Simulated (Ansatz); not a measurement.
Input (CCSDT(Q)/def2-SVP; Ansatz, an electronic-structure program):

Ansatz 0.2 input:
```yaml
crystal:
  periodic: [false, false, false]
  atoms:
    - {symbol: Bi, position_ang: [0.20241205, 0.09192565, 0.07165577]}
    - {symbol: F, position_ang: [-1.09530629, 0.66388195, -1.26837122]}
    - {symbol: F, position_ang: [-0.77138265, -1.51164069, 0.60754579]}
basis:
  gaussian:
    orbitals: def2-SVP
total_charge: 1
magnetization: {spin_polarized: false}
correlation: {method: ccsdt_q, electrons: outside_noble_gas}
```

Output:

```
Functional definition: HF
integrals: 0.04 GiB planned
1036 factors; integrals over basis functions are off by at most 1.2e-7 eV
mean field: 0.19 GiB planned
mean field evaluation 1: about -11200.4500 eV, gradient 7.4e1 eV
mean field evaluation 2: about -11200.5513 eV, gradient 7.4e1 eV
mean field evaluation 4: about -11210.4615 eV, gradient 3.0e0 eV
mean field evaluation 8: about -11210.5631 eV, gradient 3.0e-1 eV
mean field evaluation 16: about -11200.4510 eV, gradient 7.4e1 eV
mean field -11210.56403924 eV, -411.9806296487 hartree, gradient 1.9e-6 eV, S^2 0.000000; 0 other end points of the search recorded, 0 dependent functions left out
11 core orbitals not correlated, not the lowest: weight in the atoms' cores, before any rotation towards them, 0.545 or more for the frozen orbitals, at most 0.450 for the correlated occupied ones
reference -11210.56403924 eV, -411.9806296487 hartree; 9, 9 occupied and 34, 34 virtual orbitals, 1036 factors
second order -12.42744871 eV of doubles, -0.00000000 eV of singles
coupled cluster: 0.58 GiB planned
cycle   1  -11.94994352 eV  change    4.8e-1 eV  update   1.6e-1
cycle   2  -12.48678314 eV  change   -5.4e-1 eV  update   1.2e-1
cycle   3  -12.76183058 eV  change   -2.8e-1 eV  update   4.0e-2
cycle   4  -12.82594100 eV  change   -6.4e-2 eV  update   2.3e-2
cycle   5  -12.78899933 eV  change    3.7e-2 eV  update   1.0e-2
cycle   6  -12.78313413 eV  change    5.9e-3 eV  update   5.0e-3
cycle   7  -12.79100767 eV  change   -7.9e-3 eV  update   2.2e-3
cycle   8  -12.79196286 eV  change   -9.6e-4 eV  update   1.1e-3
cycle   9  -12.79100932 eV  change    9.5e-4 eV  update   5.2e-4
cycle  10  -12.79076247 eV  change    2.5e-4 eV  update   1.7e-4
cycle  11  -12.79082942 eV  change   -6.7e-5 eV  update   7.4e-5
cycle  12  -12.79073818 eV  change    9.1e-5 eV  update   3.9e-5
cycle  13  -12.79073907 eV  change   -8.9e-7 eV  update   1.9e-5
cycle  14  -12.79074927 eV  change   -1.0e-5 eV  update   6.3e-6
cycle  15  -12.79074900 eV  change    2.8e-7 eV  update   3.7e-6
cycle  16  -12.79074591 eV  change    3.1e-6 eV  update   2.4e-6
cycle  17  -12.79074560 eV  change    3.1e-7 eV  update   1.3e-6
cycle  18  -12.79074448 eV  change    1.1e-6 eV  update   6.6e-7
perturbative correction -0.05014256 eV, -0.0018427049 hartree
Total energy: -11223.40492627 eV, -412.4525235434 hartree
```

 The CCSD(T) runs of this state have a T1 diagnostic of up to 0.025.
